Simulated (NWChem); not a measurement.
System: SiClF, singlet; SMILES F[Si]Cl

NWChem input:

```
start job
memory heap 200 mb stack 900 mb global 1100 mb
geometry units angstroms noautosym nocenter noautoz
  Si     0.659236    -0.598955     0.000000
  F     -0.690774    -1.509968     0.000000
  Cl    -0.177341     1.317031     0.000000
end
basis spherical
  * library def2-svpd
end
dft
  xc xpbe96 cpbe96
  iterations 150
end
property
  response 1 0.0
end
task dft property
```

Excerpt of the output:

```
             Northwest Computational Chemistry Package (NWChem) 7.3.0
             --------------------------------------------------------

                             Geometry "geometry" -> ""
                             -------------------------

 Output coordinates in angstroms (scale by  1.889725989 to convert to a.u.)

  No.       Tag          Charge          X              Y              Z
 ---- ---------------- ---------- -------------- -------------- --------------
    1 Si                  14.0000     0.65923600    -0.59895500     0.00000000
    2 F                    9.0000    -0.69077400    -1.50996800     0.00000000
    3 Cl                  17.0000    -0.17734100     1.31703100     0.00000000

 Effective nuclear repulsion energy (a.u.)     129.3598151590

  pbe96 is a nonlocal functional; adding pw91lda local functional.
                              NWChem Property Module
                              ----------------------

                                 NWChem DFT Module
                                 -----------------

 Summary of "ao basis" -> "ao basis" (spherical)
 ------------------------------------------------------------------------------
       Tag                 Description            Shells   Functions and Types
 ---------------- ------------------------------  ------  ---------------------
 Si                        def2-svpd                10       24   5s3p2d
 F                         def2-svpd                 9       23   4s3p2d
 Cl                        def2-svpd                11       27   5s4p2d

            General Information
            -------------------
          SCF calculation type: DFT
          Wavefunction type:  closed shell.
          No. of atoms     :     3
          No. of electrons :    40
           Alpha electrons :    20
            Beta electrons :    20
          Charge           :     0
          Spin multiplicity:     1
          Use of symmetry is: off; symmetry adaption is: off
          Maximum number of iterations: 150
          AO basis - number of functions:    74
                     number of shells:    30
          Convergence on energy requested:  1.00D-06
          Convergence on density requested:  1.00D-05
          Convergence on gradient requested:  5.00D-04

              XC Information
              --------------
          PerdewBurkeErnzerhof Exchange Functional  1.000
            Perdew 1991 LDA Correlation Functional  1.000 local
           PerdewBurkeErnz. Correlation Functional  1.000 non-local

             Grid Information
             ----------------
          Grid used for XC integration:  medium
          Radial quadrature: Mura-Knowles
          Angular quadrature: Lebedev.
          Tag              B.-S. Rad. Rad. Pts. Rad. Cut. Ang. Pts.
          ---              ---------- --------- --------- ---------
          Si                  1.10       88          11.0       590
          F                   0.50       49          11.0       434
          Cl                  1.00       88          11.0       590
          Grid pruning is: on
          Number of quadrature shells:   225
          Spatial weights used:  Erf1

      Superposition of Atomic Density Guess
      -------------------------------------

 Sum of atomic energies:        -847.36570081

      Non-variational initial energy
      ------------------------------

 Total energy =    -847.657195
 1-e energy   =   -1431.902443
 2-e energy   =     454.885433
 HOMO         =      -0.286904
 LUMO         =      -0.033887

   convergence    iter        energy       DeltaE   RMS-Dens  Diis-err
 ---------------- ----- ----------------- --------- --------- ---------
 d= 0,ls=0.0,diis     1   -848.8012871784 -9.78D+02  2.60D-02  6.93D-01
 d= 0,ls=0.0,diis     2   -848.4091456562  3.92D-01  1.54D-02  4.81D+00
 d= 0,ls=0.0,diis     3   -848.8768144554 -4.68D-01  5.15D-03  5.78D-02
 d= 0,ls=0.0,diis     4   -848.8762495063  5.65D-04  2.76D-03  5.49D-02
 d= 0,ls=0.0,diis     5   -848.8845904979 -8.34D-03  4.19D-04  6.67D-04
  Resetting Diis
 d= 0,ls=0.0,diis     6   -848.8846781833 -8.77D-05  7.77D-05  3.24D-05
 d= 0,ls=0.0,diis     7   -848.8846825642 -4.38D-06  3.31D-05  1.54D-06
 d= 0,ls=0.0,diis     8   -848.8846824303  1.34D-07  1.75D-05  3.03D-06
 d= 0,ls=0.0,diis     9   -848.8846827556 -3.25D-07  4.47D-06  2.89D-07

         Total DFT energy =     -848.884682755624
      One electron energy =    -1432.622143538756
           Coulomb energy =      513.503118237959
    Exchange-Corr. energy =      -59.125472613812
 Nuclear repulsion energy =      129.359815158984

 Numeric. integr. density =       40.000001676634

                       DFT Final Molecular Orbital Analysis
                       ------------------------------------

 Vector   18  Occ=2.000000D+00  E=-3.200923D-01
              MO Center= -1.3D-01,  1.1D+00,  6.8D-09, r^2= 1.6D+00
   Bfn.  Coefficient  Atom+Function         Bfn.  Coefficient  Atom+Function
  ----- ------------  ---------------      ----- ------------  ---------------
    61      0.573856  3 Cl pz                58      0.455939  3 Cl pz
    55      0.263713  3 Cl pz                31      0.134813  2 F  pz
    11      0.098201  1 Si pz                34     -0.089392  2 F  pz
    14      0.085396  1 Si pz                64      0.077547  3 Cl pz
    16      0.052172  1 Si d -1               8     -0.051290  1 Si pz

 Vector   19  Occ=2.000000D+00  E=-3.082027D-01
              MO Center= -1.2D-01,  1.0D+00,  4.1D-09, r^2= 1.8D+00
   Bfn.  Coefficient  Atom+Function         Bfn.  Coefficient  Atom+Function
  ----- ------------  ---------------      ----- ------------  ---------------
    59      0.466594  3 Cl px                56      0.370760  3 Cl px
    60      0.336334  3 Cl py                57      0.270219  3 Cl py
    53      0.214010  3 Cl px                30     -0.187850  2 F  py
    54      0.155284  3 Cl py                33      0.126173  2 F  py
    12      0.083833  1 Si px                 9      0.072296  1 Si px

 Vector   20  Occ=2.000000D+00  E=-2.591444D-01
              MO Center=  7.0D-01, -3.5D-01, -2.4D-09, r^2= 3.0D+00
   Bfn.  Coefficient  Atom+Function         Bfn.  Coefficient  Atom+Function
  ----- ------------  ---------------      ----- ------------  ---------------
     3      0.507379  1 Si s                  4      0.392136  1 Si s
     2      0.293502  1 Si s                 59     -0.279545  3 Cl px
    29      0.234181  2 F  px                 9      0.232279  1 Si px
    60      0.231234  3 Cl py                56     -0.211603  3 Cl px
    12      0.191268  1 Si px                57      0.171418  3 Cl py

 Vector   21  Occ=0.000000D+00  E=-1.301282D-01
              MO Center=  6.5D-01, -4.5D-01,  2.2D-09, r^2= 2.8D+00
   Bfn.  Coefficient  Atom+Function         Bfn.  Coefficient  Atom+Function
  ----- ------------  ---------------      ----- ------------  ---------------
    14      0.636109  1 Si pz                11      0.461072  1 Si pz
    61     -0.244210  3 Cl pz                 8     -0.227021  1 Si pz
    31      0.203208  2 F  pz                58     -0.169453  3 Cl pz
    34     -0.155073  2 F  pz                55     -0.093751  3 Cl pz
    23     -0.069169  1 Si d  1              71     -0.055375  3 Cl d -1

 Vector   22  Occ=0.000000D+00  E=-3.500933D-02
              MO Center=  8.6D-01, -6.5D-01,  7.3D-09, r^2= 4.2D+00
   Bfn.  Coefficient  Atom+Function         Bfn.  Coefficient  Atom+Function
  ----- ------------  ---------------      ----- ------------  ---------------
     5      0.637152  1 Si s                 52     -0.572179  3 Cl s
    13     -0.530132  1 Si py                10     -0.352147  1 Si py
    12     -0.265696  1 Si px                24     -0.229286  1 Si d  2
    59      0.217527  3 Cl px                20     -0.213522  1 Si d -2
    35     -0.193947  2 F  px                51      0.190977  3 Cl s

 Vector   23  Occ=0.000000D+00  E=-1.646128D-02
              MO Center=  4.0D-01, -1.2D-01,  4.3D-08, r^2= 5.1D+00
   Bfn.  Coefficient  Atom+Function         Bfn.  Coefficient  Atom+Function
  ----- ------------  ---------------      ----- ------------  ---------------
     4      0.660378  1 Si s                 12     -0.630991  1 Si px
    52      0.399904  3 Cl s                 51     -0.364407  3 Cl s
     9     -0.288417  1 Si px                28     -0.281223  2 F  s
     3      0.278788  1 Si s                 22      0.274210  1 Si d  0
    35     -0.263572  2 F  px                60      0.249341  3 Cl py

     Multipole analysis of the density
     ---------------------------------

     L   x y z        total         alpha         beta         nuclear
     -   - - -        -----         -----         ----         -------
     0   0 0 0     -0.000000    -20.000000    -20.000000     40.000000

     1   1 0 0      0.425162      0.214904      0.214904     -0.004647
     1   0 1 0     -0.112199     -0.447693     -0.447693      0.783187
     1   0 0 1     -0.000000     -0.000000     -0.000000      0.000000

[...]

 DFT Linear Response polarizability / au
 Frequency  =       0.0000000 / au
              X              Y              Z
 -----------------------------------------------
 X      41.4630394     -5.8640061      0.0000003
 Y      -5.8640208     55.0026596      0.0000005
 Z       0.0000003      0.0000005     37.6583689
 -----------------------------------------------
 Eigenvalues =      39.2764609     57.1892381     37.6583689
 Isotropic   =      44.7080226
 Anisotropic =      18.7741932
 -----------------------------------------------

 Magnetic Dipole Response Matrix (nonzero elements):

 Exiting AOResponse driver routine
```

Level: PBE/def2-SVPD. Low-valent species are run as closed-shell singlets; no triplet was tried in these runs. Structure relaxed at the PBE0/def2-SVP level.
